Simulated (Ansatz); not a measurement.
The same path of CH$_{5}$NSSi (9 atoms, charge 0, multiplicity 1) was run twice with different band settings. The coordinate that changes most is the dihedral C1–N2–Si3–S4.

Theory: RKS B3LYP-D4/def2-SVP in Ansatz 0.2.0.

Relaxed end points:

```xyz
9
Properties=species:S:1:pos:R:3
C -0.050 1.384 -1.173
N 0.056 0.904 -0.008
Si 0.424 -0.767 0.382
S -1.252 -1.649 1.402
H 0.090 0.803 -2.112
H -0.298 2.453 -1.323
H 1.640 -0.744 1.236
H 0.636 -1.635 -0.818
H -1.245 -0.748 2.413
```

```xyz
9
Properties=species:S:1:pos:R:3
C -0.193 1.365 -1.001
N 0.766 0.615 -0.663
Si 0.677 -0.860 0.278
S -1.316 -1.420 0.936
H -1.254 1.178 -0.728
H -0.010 2.272 -1.608
H 1.573 -0.680 1.449
H 1.135 -1.979 -0.583
H -1.377 -0.492 1.920
```

Common settings: movable images 5; climbing image yes; spring 5.0 eV/Å²; optimiser quadratic models (default); start path through a guess of the saddle point; force threshold 0.05 eV/Å; end points relaxed.

| run | iteration limit |
| --- | --- |
| 1 | 44 |
| 2 | 6 |

**Question.** What does each run give, and how far can it be trusted?

**Answer.** Run 1: converged after 31 iterations, highest image 0.081 eV above the first end. The profile has 2 maxima (images 2, 4) with wells between them (image 3): this band takes more than one step, which may be the mechanism or a detour left from its start path. A vibrational analysis at the climbing image gives one clearly imaginary mode, 135i cm⁻¹: a first-order saddle point.
Run 2: not converged after 6 iterations, highest image 0.106 eV above the first end. The band didn't meet its force threshold, so its energies are provisional: the largest band force was still 0.61 eV/Å, and over the last iterations the top moved between 0.11 and 0.16 eV.
